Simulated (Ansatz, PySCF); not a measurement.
Species: HS2, net charge 0, doublet state. It need not be the lowest isomer of its formula. 
Structure (B3LYP-D3(BJ)/def2-TZVP (Ansatz, an electronic-structure program) minimum search):
```
S
H 1 1.3565
S 1 1.9776 2 102.01
```
Charge 0, spin multiplicity 2.

Dipole moments at this geometry, in debye (magnitudes).

```
level                    program  dipole (D)
-----------------------  -------  ----------
HF/def2-TZVPD              PySCF        1.24
B3LYP/def2-TZVPD          Ansatz        1.50
PW6B95/def2-TZVPD          PySCF        1.49
M06-2X/def2-TZVPD          PySCF        1.50
CCSD(T)/aug-cc-pV(D+d)Z   Ansatz           ?
```

Problem. Fill in the missing entries.

Solution. 
- CCSD(T)/aug-cc-pV(D+d)Z, dipole (D): 1.48
